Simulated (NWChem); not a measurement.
System: C3H7NS; SMILES C/N=C/CS

Input file for NWChem:

```
start job
memory heap 200 mb stack 900 mb global 1100 mb
geometry units angstroms noautosym nocenter noautoz
  C      0.445045    -2.746465    -0.061827
  N     -0.146375    -1.529944     0.441508
  C     -0.331758    -0.560955    -0.369781
  C     -0.902982     0.744667     0.094224
  S      0.352801     2.087465    -0.031185
  H      1.368811    -2.973641     0.512782
  H     -0.244790    -3.597771     0.123341
  H      0.699283    -2.724188    -1.150768
  H     -0.035724    -0.610465    -1.450199
  H     -1.286097     0.650137     1.128583
  H     -1.726292     1.080399    -0.569772
  H      1.224610     1.528974     0.855174
end
basis spherical
  C library def2-svp
  N library def2-svp
  S library def2-svp
  H library def2-svp
end
dft
  xc xpbe96 cpbe96
  iterations 150
end
property
  efieldgrad
end
task dft property
```

All runs use the structure optimised with PBE-D3(BJ)/def2-SVP. Not confirmed as a minimum by frequencies.

Vzz is the largest principal value of the second derivative of the potential at the nucleus (NWChem prints the opposite sign); η is the asymmetry. Non-relativistic.

Atoms are numbered as in the input.

Task: Predict the main results of this run. (PBE/def2-SVP.) Quantities: Vzz N2 (a.u.); η N2; Vzz S5 (a.u.); η S5.

Result: The vzz N2 (a.u.) is -0.944 and the η N2 is 0.23. The vzz S5 (a.u.) comes out as -2.706. The η S5 comes out as 0.55.
